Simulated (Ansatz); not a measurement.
Start from `[OH][In]([SH])[SH]` and change one atom or group to get `C[O][In]([SH])[SH]`.

Ansatz, PBE0-D4/def2-TZVP geometries, multiplicity 1. Each molecule was computed in one conformer, which needn't be the lowest.

Elements past krypton have def2 core potentials.

```csv
property,`[OH][In]([SH])[SH]`
size of the dipole moment (PBE/def2-TZVPP) / D,0.57
size of the dipole moment (B3LYP/def2-TZVPP) / D,0.66
LUMO energy (PBE0/def2-TZVPP) / eV,-1.74
HOMO energy (PBE0/def2-TZVPP) / eV,-7.65
HOMO energy (ωB97M-V/def2-TZVPP) / eV,-9.82
LUMO energy (B3LYP/def2-TZVPP) / eV,-2.04
```

Q: What does the change do to each property? (Estimate.)

A: Ansatz gave: 
| property | `C[O][In]([SH])[SH]` | shift |
| --- | --- | --- |
| size of the dipole moment (PBE/def2-TZVPP) / D | 1.26 | 0.69 |
| size of the dipole moment (B3LYP/def2-TZVPP) / D | 1.22 | 0.56 |
| LUMO energy (PBE0/def2-TZVPP) / eV | -1.72 | 0.02 |
| HOMO energy (PBE0/def2-TZVPP) / eV | -7.61 | 0.04 |
| HOMO energy (ωB97M-V/def2-TZVPP) / eV | -9.82 | 0.00 |
| LUMO energy (B3LYP/def2-TZVPP) / eV | -2.01 | 0.03 |

The zero-point energy changes by 73.6 kJ/mol with +9 modes. Dipoles are sizes alone; their direction can turn.

B3LYP here is the variant with VWN-RPA as its local correlation; programs differ in this.
